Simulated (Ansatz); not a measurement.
Relaxation of CH$_{5}$F$_{2}$SbSi (10 atoms, charge 0, multiplicity 1), to a largest force component of 0.015 eV/Å in at most 40 steps.

All numbers below come from RKS PBE-D4/def2-SVP (Ansatz).

```xyz
10
Properties=species:S:1:pos:R:3
C -1.212 0.177 -0.262
Si 0.497 0.024 -0.860
F 1.005 1.483 -1.535
Sb 2.037 -0.590 1.089
F 1.169 0.833 2.206
H -1.909 0.507 -1.134
H -1.282 1.025 0.496
H -1.571 -0.717 0.162
H 0.566 -1.014 -1.837
H 0.784 -1.778 1.677
```

Q: Where does it end, and by what steps?

A: The forces met the threshold. After 11 steps the energy has fallen by 0.382 eV; H10 moved furthest, 0.46 Å.

```csv
step,energy less start (eV),largest force component (eV/Å),accepted
0,0.0000,3.481,yes
1,-0.2642,1.054,yes
2,-0.3283,0.545,yes
3,-0.3617,0.274,yes
4,-0.3691,0.175,yes
5,-0.3758,0.132,yes
6,-0.3783,0.080,yes
7,-0.3809,0.021,yes
8,-0.3815,0.055,yes
9,-0.3818,0.052,yes
10,-0.3822,0.022,yes
11,-0.3823,0.004,yes
```

```xyz
10
Properties=species:S:1:pos:R:3
C -1.228 0.309 -0.237
Si 0.492 -0.042 -0.888
F 1.047 1.264 -1.729
Sb 2.019 -0.350 1.218
F 0.725 0.737 2.263
H -1.860 0.796 -1.007
H -1.148 0.961 0.655
H -1.711 -0.640 0.075
H 0.553 -1.217 -1.830
H 1.194 -1.870 1.483
```

The run took 31 s on 2 threads of Arm Neoverse V1, with other jobs on the host, peak memory 0.16 GiB.
